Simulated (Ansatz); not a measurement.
```xyz
10

B    -0.3123   -1.4797    0.2898
C    -0.0100    0.0120    0.0080
B     1.1328    0.5262   -0.9004
C    -0.8039    0.9342    0.5984
H     0.3430   -2.3526   -0.2004
H    -1.2229   -1.7718    1.0150
H     1.2823    1.7075   -1.0513
H     1.8745   -0.2291   -1.4581
H    -0.6552    2.0025    0.4479
H    -1.6284    0.6507    1.2511
```

The species carries charge 0 and has multiplicity 1.

Q: List the CAM-B3LYP/def2-TZVPP orbital energies in eV (the Gaussian-basis code of Ansatz). (Best estimate.)

A: Ansatz gave: Occupied: -280.03, -278.31, -185.56, -185.56, -23.53, -18.45, -16.33, -14.92, -13.81, -12.61, -10.82, -10.70, -10.22, -10.07. Lowest empty: -1.45, -0.30, 2.19, 2.26, 3.00, 3.01, 3.31, 3.44.
